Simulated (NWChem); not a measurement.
Species: C6H9NO; SMILES COc1ccn(C)c1

```xyz
17

C     -0.8953    -2.7044     0.0004
O      0.3792    -2.0915    -0.0117
C      0.3699    -0.7276    -0.0045
C      1.5631     0.0477    -0.0120
C      1.1727     1.3700     0.0116
N     -0.1972     1.4297     0.0411
C     -0.9941     2.6363    -0.0348
C     -0.7076     0.1413     0.0230
H     -1.4845    -2.4203    -0.8840
H     -0.7250    -3.7831    -0.0095
H     -1.4613    -2.4331     0.9038
H      2.5734    -0.3354    -0.0168
H      1.7625     2.2761     0.0117
H     -1.3931     2.8002    -1.0443
H     -0.3730     3.4932     0.2383
H     -1.8325     2.5816     0.6678
H     -1.7721    -0.0342     0.0365
```
Atoms are numbered in this order, from 1.

Computed with NWChem. Coordinates come from a B3LYP/6-31G* (spherical d) optimisation. Ions are spin-unrestricted doublets at the neutral geometry; other ion states weren't tried.

For level PBE/def2-SVP:

```
Quantity                               Value
-------------------------------------  -----
vertical ionisation energy, ΔSCF (eV)   7.34
−ε(HOMO) (eV)                           4.40
```

Q: How do the values read with level LDA (Slater exchange, VWN5)/def2-SVP instead?

A: 
| Quantity | Value |
|---|---|
| vertical ionisation energy, ΔSCF (eV) | 7.55 |
| −ε(HOMO) (eV) | 4.56 |
